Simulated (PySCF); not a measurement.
## `CC(=O)[C@@H](C[SiH3])C(Cl)=C=O`: 4 charge schemes on one density

Species: C6H9ClO2Si.
SMILES with atom numbers: `[CH3:1][C:2](=[O:3])[C@@H:4]([CH2:5][SiH3:6])[C:7]([Cl:8])=[C:9]=[O:10]` (hydrogens: H11, H12, H13 on C1; H14 on C4; H15, H16 on C5; H17, H18, H19 on Si6)

Structure used (GFN2-xTB), in Å, numbered top down from 1:
```
atom  x, y, z in Å
C1    -1.458   -1.913   -0.033
C2    -0.555   -0.868   -0.620
O3    -0.110   -0.920   -1.737
C4    -0.264    0.317    0.309
C5     1.107    0.922    0.019
Si6    2.532   -0.258    0.477
C7    -1.364    1.319    0.049
Cl8   -2.871    1.165    0.938
C9    -1.345    2.244   -0.866
O10   -1.325    3.116   -1.633
H11   -2.354   -1.446    0.372
H12   -1.729   -2.648   -0.786
H13   -0.940   -2.410    0.787
H14   -0.339    0.000    1.352
H15    1.159    1.165   -1.043
H16    1.204    1.862    0.565
H17    2.457   -1.490   -0.303
H18    2.392   -0.585    1.902
H19    3.795    0.439    0.244
```

Density: PBE0/pcSseg-1 (PySCF); schemes: Mulliken, IAO, Hirshfeld and ESP-fitted. Isolated species at its GFN2-xTB geometry (one conformer only).

Do the Mulliken, IAO, Hirshfeld and ESP-fitted schemes agree on where the charge is highest?

The schemes don't all agree: Mulliken C9 (+0.526); IAO Si6 (+0.601); Hirshfeld Si6 (+0.317); ESP-fitted C9 (+0.645).

At which atom do the 4 schemes differ most?

At C4: from -0.273 (Mulliken) to +0.393 e (ESP-fitted), 0.666 e apart.

Give the atomic charges in each scheme.

In e:

| atom | environment | Mulliken | IAO | Hirshfeld | ESP-fitted |
| --- | --- | --- | --- | --- | --- |
| C1 | methyl carbon next to a carbonyl | -0.230 | -0.479 | -0.127 | -0.458 |
| C2 | ketone carbonyl carbon | +0.222 | +0.391 | +0.168 | +0.533 |
| O3 | ketone oxygen | -0.343 | -0.407 | -0.219 | -0.489 |
| C4 | sp3 carbon next to a carbonyl | -0.273 | -0.145 | -0.036 | +0.393 |
| C5 | sp3 carbon bound to silicon | -0.439 | -0.534 | -0.161 | -0.386 |
| Si6 | SiH3 silicon | +0.504 | +0.601 | +0.317 | +0.380 |
| C7 | outer carbon of cumulated double bonds | -0.367 | -0.219 | -0.047 | -0.659 |
| Cl8 | vinyl chlorine | -0.031 | -0.013 | -0.009 | +0.014 |
| C9 | central carbon of a ketene | +0.526 | +0.436 | +0.194 | +0.645 |
| O10 | oxygen bonded to C | -0.242 | -0.253 | -0.124 | -0.306 |
| H11 | methyl hydrogen | +0.152 | +0.166 | +0.037 | +0.122 |
| H12 | methyl hydrogen | +0.141 | +0.168 | +0.053 | +0.149 |
| H13 | methyl hydrogen | +0.138 | +0.165 | +0.058 | +0.112 |
| H14 | methine hydrogen | +0.141 | +0.153 | +0.044 | +0.014 |
| H15 | methylene hydrogen | +0.166 | +0.160 | +0.036 | +0.121 |
| H16 | methylene hydrogen | +0.154 | +0.155 | +0.041 | +0.110 |
| H17 | Si–H hydrogen | -0.056 | -0.108 | -0.073 | -0.086 |
| H18 | Si–H hydrogen | -0.085 | -0.125 | -0.081 | -0.121 |
| H19 | Si–H hydrogen | -0.079 | -0.109 | -0.072 | -0.087 |

Mean size of the charges over all atoms: ESP-fitted 0.273 e, IAO 0.252 e, Mulliken 0.226 e, Hirshfeld 0.100 e. Each set sums to the total charge, 0, to within 0.001 e. The ESP scheme is a least-squares fit of atom-centred charges to the potential on four shells outside the van der Waals surface, with the total charge fixed. The Mulliken scheme gives each basis function's population to the atom it is centred on and halves the overlap population of two atoms between them.

How closely do the schemes follow one another over all atoms?

Correlation coefficient and root-mean-square difference: IAO with Hirshfeld 0.96, 0.182 e; Mulliken with IAO 0.95, 0.094 e; Mulliken with Hirshfeld 0.91, 0.161 e; IAO with ESP-fitted 0.84, 0.186 e; Mulliken with ESP-fitted 0.81, 0.200 e; Hirshfeld with ESP-fitted 0.81, 0.251 e.

How many electrons does the ESP-fitted scheme count on Si6?

Z − q = 14 − (+0.380) = 13.620.

Sum the charges by element, for elements with more than one atom.

```csv
element,atoms,Mulliken,IAO,Hirshfeld,ESP-fitted
C,6,-0.561,-0.550,-0.009,+0.069
O,2,-0.584,-0.661,-0.343,-0.796
H,9,+0.672,+0.624,+0.043,+0.333
```

These values come from a run that also computed NMR shieldings. On an Arm Neoverse V1 with one thread, shared host with 32 logical CPUs at a one-minute load of 14, this took 62 s wall and 1.1 GiB of memory at its peak.
